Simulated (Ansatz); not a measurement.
Born–Oppenheimer molecular dynamics of C₃H₇BFNSi (14 atoms, charge 0, multiplicity 1). It starts from a relaxed structure.

Method: Ansatz 0.2.0, RKS B3LYP-D4/STO-3G.

```json
{
  "ensemble": "NVE (velocity Verlet)",
  "time step": "0.5 fs",
  "steps asked": "177",
  "starting velocities drawn for": "100 K",
  "seed": "215981"
}
```

First frame:

```xyz
14
Properties=species:S:1:pos:R:3
C -0.751 -2.665 -0.777
N -0.044 -1.577 -0.902
Si -0.586 -0.227 0.213
F -1.780 -0.796 1.186
B -0.577 1.555 -0.636
C 0.873 1.778 -0.025
C 0.917 0.591 1.031
H -0.511 -3.549 -1.401
H -1.605 -2.815 -0.077
H -1.257 2.301 -1.234
H 1.617 1.592 -0.827
H 1.104 2.776 0.385
H 1.871 0.045 1.048
H 0.714 0.963 2.046
```

(1) How far do the bonds stretch over the last three quarters of this one trajectory? (Pairs bonded in most of those frames.)

Answers

(1) 
```
  bond  mean (Å)  spread (Å)  shortest  longest
 C1–N2     1.304       0.006      1.29     1.31
 C1–H8     1.108       0.006      1.10     1.12
 C1–H9     1.115       0.009      1.10     1.13
N2–Si3     1.833       0.007      1.81     1.85
Si3–F4     1.642       0.019      1.61     1.67
Si3–B5     1.970       0.018      1.94     2.00
Si3–C7     1.898       0.013      1.88     1.93
 B5–C6     1.590       0.010      1.57     1.61
B5–H10     1.173       0.011      1.16     1.19
 C6–C7     1.587       0.016      1.56     1.61
C6–H11     1.110       0.008      1.10     1.12
C6–H12     1.104       0.010      1.09     1.12
C7–H13     1.100       0.011      1.08     1.12
C7–H14     1.101       0.014      1.08     1.12
```

Mean temperature of the second half: 51 K. The conserved energy stayed within 0.059 meV per atom of its start (net change 0.032 meV per atom), so the integration is sound. The temperature averaged 0.51 of the 100 K drawn at the start: a run that starts near a minimum puts about half its kinetic energy into the potential. A run of 0.088 ps of so small a system gives no equilibrium averages. Limits of this set-up: minimal basis.

Run time: 8.7 min on 1 thread of Arm Neoverse V2, with other jobs on the host, peak memory 0.12 GiB.
